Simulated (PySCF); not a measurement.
Compound: p-toluquinone, C₇H₆O₂.
SMILES with atom numbers: `[CH3:1][C:2]1=[CH:3][C:4](=[O:5])[CH:6]=[CH:7][C:8]1=[O:9]` (hydrogens: H10, H11, H12 on C1; H13 on C3; H14 on C6; H15 on C7)

The calculation used PySCF 2.14.0, density-fitted response routines, TDDFT B3LYP/def2-SVPD, vertical, gas phase, core orbitals frozen in the response. Geometry: PBE0-D3(BJ)/def2-SVP; no solvent, vibrations or thermal averaging.

Frontier orbitals with the atoms that hold most of them (Löwdin shares over 4%, at most four atoms; ? is withheld):

```tsv
orbital	ε (eV)	atoms
LUMO+2	-0.19	C4 20%, C8 19%, O5 13%, O9 13%
LUMO+1	-1.03	C7 19%, C6 18%, C2 18%, C3 18%
LUMO	-3.78	O9 18%, O5 18%, C8 13%, C4 12%
HOMO	-7.65	?
HOMO-1	-7.98	?
HOMO-2	-8.19	C3 30%, C2 26%, C6 7%, C1 7%
HOMO-3	-8.67	C7 25%, C6 24%, O5 17%, O9 16%
```

Task: Which atoms hold the HOMO, and with what shares?

Result: O5 (bonded to C) 39%; O9 (bonded to C) 19%; C4 (bonded to 2 C and O) 9%; C6 (bonded to 2 C and H) 6%. By element: oxygen 58%, carbon 16% or more.

Task: Give the leading atoms of the HOMO-1.

Result: O9 (bonded to C) 44%; O5 (bonded to C) 26%; C8 (bonded to 2 C and O) 7%; C2 (bonded to 3 C) 6%. By element: oxygen 70%, carbon 13% or more.

Task: How does S1 compare with the orbital gap of 3.87 eV?

Result: S1 is at 2.53 eV (f = 0.0000), 1.34 eV below the gap, made of HOMO→LUMO (99%). 

Task: One configuration dominates each of S1, S2, S3, S5 and S6. Which, and how do the shares of the two leading atoms of either orbital change from the occupied to the empty one?

Result: 
- S1 (2.53 eV, f 0.0000), HOMO→LUMO (99%): O5 39% → 18%, O9 19% → 18%
- S2 (2.81 eV, f 0.0000), HOMO-1→LUMO (98%): O9 44% → 18%, O5 26% → 18%
- S3 (3.59 eV, f 0.0080), HOMO-2→LUMO (92%): C3 30% → at most 12%, C2 26% → at most 12%, O9 at most 8% → 18%, O5 at most 8% → 18%
- S5 (5.52 eV, f 0.0006), HOMO→LUMO+1 (99%): O5 39% → at most 18%, O9 19% → at most 18%, C7 at most 7% → 19%, C6 6% → 18%
- S6 (5.84 eV, f 0.0000), HOMO-1→LUMO+1 (95%): O9 44% → at most 18%, O5 26% → at most 18%, C7 at most 6% → 19%, C6 at most 6% → 18%

Löwdin shares depend on the basis, the more so with diffuse functions.

The run took 48 s on one thread of an Arm Neoverse V2, on a shared host.
